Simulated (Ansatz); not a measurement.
Energy difference 1.5 R1 → P1, each structure at its B3LYP-D3(BJ)/def2-TZVP stationary point, reached from a drawn start (curvature not checked).
P1: O3 (SMILES O=[O+][O-]), charge 0, multiplicity 1.
R1, O2 (SMILES O=O) (charge 0, multiplicity 3):
```json
[
 {"atom": "O", "x (Å)": "0.0000", "y (Å)": "0.0000", "z (Å)": "0.6022"},
 {"atom": "O", "x (Å)": "0.0000", "y (Å)": "0.0000", "z (Å)": "-0.6022"}
]
```

P less R. No zero-point or thermal terms; singlets are restricted closed shells; open shells are unrestricted; no spin–orbit coupling.

Cores are frozen in the correlated methods.

Programs: Ansatz (Gaussian orbitals). No computed number here is a measurement.

One of these levels gives 1.647 eV for the reaction energy. Name it.
A) MP2/cc-pVDZ
B) BHLYP/def2-TZVPP
C) HF/cc-pVTZ
D) MP2/cc-pVQZ

A, MP2/cc-pVDZ. The others give 4.537 (HF/cc-pVTZ), 2.776 (BHLYP/def2-TZVPP), 1.167 (MP2/cc-pVQZ)

Ansatz is an electronic-structure program.
